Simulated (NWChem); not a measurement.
Molecule: C$_{2}$H$_{3}$B; SMILES BC#C

All runs: NWChem. The geometry was optimised at PBE0/def2-SVP. Ions are spin-unrestricted doublets at the neutral geometry; other ion states weren't tried. Functional: LC-ωPBE (HJS hole) with def2-SVP; rows give the range parameter ω in 1/bohr.

Question: At which range parameter does −ε(HOMO) equal the ΔSCF ionisation energy (optimal tuning)?

Answer: about 0.38 per bohr, by linear interpolation in these runs:
```
range parameter (1/bohr)  vertical ionisation energy, ΔSCF (eV)  −ε(HOMO) (eV)  ΔSCF minus −ε(HOMO) (eV)
------------------------  -------------------------------------  -------------  ------------------------
0.10                                                      10.34           8.24                      2.10
0.30                                                      10.61          10.22                      0.39
0.35                                                      10.65          10.53                      0.12
0.50                                                      10.70          11.15                     -0.45
0.80                                                      10.66          11.63                     -0.97
```
